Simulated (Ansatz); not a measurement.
## From C to Ge: the dipole moment

One atom is swapped for its congeners: BH(CH3)2; BH(CH3)(SiH3); BH(CH3)(GeH3). All are singlets with charge 0.

Shapes, held fixed at every level: PBE0-D4/def2-TZVP. Programs: Ansatz 0.2.0. Values in D.

(1) How should the dipole moment change along the series?

## Answers

(1) At wB97M-V/def2-TZVPP the dipole moment rises at every step, from 0.43 to 1.37 D. Every level shows the same order. Relativity is left out for Ge unless named. Magnitudes only: a dipole under 1 D may point either way.

```csv
level,BH(CH3)2,BH(CH3)(SiH3),BH(CH3)(GeH3)
PBE-D4/def2-TZVPP,0.47,1.24,1.36
r2SCAN-D4/def2-TZVPP,0.46,1.23,1.38
B3LYP-D4/def2-TZVPP,0.42,1.20,1.37
wB97M-V/def2-TZVPP,0.43,1.22,1.37
```
